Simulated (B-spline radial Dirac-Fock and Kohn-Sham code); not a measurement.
# The L1 (2s) level from Gd to Pt

Level of theory: relaxed Dirac-Fock hole states (ΔSCF) with Breit and QED corrections and a finite nucleus; an atomic code on a B-spline grid. Free neutral atoms, energies in eV. Correlation energy is missing from these numbers. Relaxation, Breit and QED are contributions to the binding energy. "Screened" places the removed electron in the lowest shell with room, a model of an edge from the Fermi level; tabulated edges (Elam, Ravel and Sieber 2002) are for the standard state, and for monatomic gases they compare with the unscreened value. A dash: no value, or a hole state left out as unreliable.

| Z | element | binding | relaxation | Breit | QED | screened | tabulated edge |
| --- | --- | --- | --- | --- | --- | --- | --- |
| 64 | Gd | 8393.0 | -46.3 | -14.85 | -10.01 | 8386.6 | 8376 |
| 65 | Tb | 8715.8 | -48.0 | -15.75 | -10.63 | 8710.6 | 8708 |
| 66 | Dy | 9054.8 | -49.1 | -16.67 | -11.26 | 9049.8 | 9046 |
| 67 | Ho | 9402.1 | -50.1 | -17.64 | -11.93 | 9397.2 | 9394 |
| 68 | Er | 9757.6 | -51.1 | -18.64 | -12.63 | 9752.8 | 9751 |
| 69 | Tm | 10121.6 | -52.1 | -19.68 | -13.36 | 10117.0 | 10116 |
| 70 | Yb | 10494.2 | -53.2 | -20.76 | -14.13 | 10489.6 | 10486 |
| 71 | Lu | 10884.5 | -53.7 | -21.88 | -14.92 | 10878.9 | 10870 |
| 72 | Hf | 11284.6 | -54.1 | -23.05 | -15.75 | 11278.0 | 11271 |
| 73 | Ta | 11694.6 | -54.5 | -24.27 | -16.62 | 11686.9 | 11682 |
| 74 | W | 12114.6 | -54.9 | -25.55 | -17.53 | 12105.8 | 12100 |
| 75 | Re | 12544.9 | -55.4 | -26.86 | -18.47 | 12535.0 | 12527 |
| 76 | Os | 12985.6 | -55.9 | -28.24 | -19.46 | 12974.6 | 12968 |
| 77 | Ir | 13437.0 | -56.4 | -29.67 | -20.49 | 13424.9 | 13419 |
| 78 | Pt | 13895.2 | -57.4 | -31.16 | -21.58 | 13884.9 | 13880 |

Q: With what power of Z do the binding energy and the Breit term grow over this range?

A: Between the end points the binding energy grows as Z^2.55 and the Breit term as Z^3.75.

Values without a named source are computed, but for edge energies of neutral atoms, which are taken from tables.
